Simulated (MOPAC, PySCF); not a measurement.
H₃Al, SMILES `[AlH3]`, neutral singlet in the gas phase. 

Z-matrix (Å, degrees):
```
Al
H 1 1.5801
H 1 1.5801 2 119.99
H 1 1.5801 2 120.00 3 -179.87
```
Charge 0, spin multiplicity 1.

All levels are single points at this geometry (B3LYP-D3(BJ)/def2-TZVP); Pople sets use spherical d functions. Orbital energies aren't observables, and empty levels follow the basis.

HF/STO-3G in PySCF gives gap (eV) = 18.01.

### Question
Estimate the gap (eV) from each of these levels: PBE-D3(BJ)/def2-TZVP in PySCF; TPSSh-D3(BJ)/def2-TZVP in PySCF; B3LYP/6-311+G** in PySCF; M06-2X/6-31G* in PySCF; HF/6-31G* in PySCF; AM1 in MOPAC; PM3 in MOPAC; PM7 in MOPAC.

### Answer

| level | gap (eV) |
|---|---|
| PBE-D3(BJ)/def2-TZVP in PySCF | 4.78 |
| TPSSh-D3(BJ)/def2-TZVP in PySCF | 6.04 |
| B3LYP/6-311+G** in PySCF | 6.40 |
| M06-2X/6-31G* in PySCF | 8.50 |
| HF/6-31G* in PySCF | 12.63 |
| AM1 in MOPAC | 9.81 |
| PM3 in MOPAC | 9.19 |
| PM7 in MOPAC | 9.96 |
